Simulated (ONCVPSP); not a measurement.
# Scattering properties, ONCV potential for hydrogen (H)

H, optimised norm-conserving Vanderbilt (ONCV), made with ONCVPSP 4.0.1 (BLYP, scalar-relativistic). Core none, reference 1s0.5 (charge +0.5). Waves: 1s: rc 0.85 bohr, ncon 4, nbas 7, qcut 8.2 1/bohr, 1 projector; p scattering state at 0.1 Ha: rc 0.85 bohr, ncon 3, nbas 8, qcut 9.2 1/bohr, local. Local part: the p channel. Core correction: none.

The phase is arctan(r·R′/R) of the radial function R(r), unwrapped; energies in Ha, scanned from -2 to 5 Ha. A pole is an energy at which the radial function vanishes at the test radius. The pseudo phase is shifted by a multiple of π to meet the all-electron one at the reference energy, and phase errors are pseudo minus all-electron; the curves can meet again beyond the range given. Levels narrower than the energy grid can be missing from the lists of poles.

| channel | radius (bohr) | reference energy (Ha) | poles, all-electron | poles, pseudo | unbroken range about the reference energy with phases within 0.05 rad | phase error 1 Ha above the reference energy (rad) |
| --- | --- | --- | --- | --- | --- | --- |
| s | 0.86 | -0.47 | 3.57 | 3.60 | the whole range | +0.000 |
| p | 0.86 | 0.10 | none | none | the whole range | +0.000 |

Phases in the s channel:

| E (Ha) | all-electron | pseudo |
| --- | --- | --- |
| -1.98 | 0.086 | 0.087 |
| -1.80 | -0.013 | -0.012 |
| -1.62 | -0.115 | -0.115 |
| -1.44 | -0.220 | -0.220 |
| -1.26 | -0.326 | -0.325 |
| -1.08 | -0.429 | -0.429 |
| -0.90 | -0.529 | -0.529 |
| -0.72 | -0.624 | -0.624 |
| -0.54 | -0.712 | -0.712 |
| -0.36 | -0.793 | -0.793 |
| -0.18 | -0.868 | -0.868 |
| 0.00 | -0.936 | -0.936 |
| 0.18 | -0.998 | -0.998 |
| 0.36 | -1.054 | -1.054 |
| 0.54 | -1.105 | -1.105 |
| 0.72 | -1.152 | -1.152 |
| 0.90 | -1.195 | -1.194 |
| 1.08 | -1.234 | -1.233 |
| 1.26 | -1.269 | -1.268 |
| 1.44 | -1.302 | -1.301 |
| 1.62 | -1.333 | -1.332 |
| 1.80 | -1.361 | -1.360 |
| 1.98 | -1.388 | -1.386 |
| 2.16 | -1.413 | -1.411 |
| 2.34 | -1.436 | -1.435 |
| 2.52 | -1.458 | -1.457 |
| 2.70 | -1.480 | -1.478 |
| 2.88 | -1.500 | -1.498 |
| 3.06 | -1.519 | -1.517 |
| 3.24 | -1.538 | -1.535 |
| 3.42 | -1.556 | -1.553 |
| 3.60 | -1.574 | -1.571 |
| 3.78 | -1.591 | -1.588 |
| 3.96 | -1.608 | -1.604 |
| 4.14 | -1.625 | -1.621 |
| 4.32 | -1.642 | -1.637 |
| 4.50 | -1.659 | -1.653 |
| 4.68 | -1.675 | -1.669 |
| 4.86 | -1.692 | -1.686 |
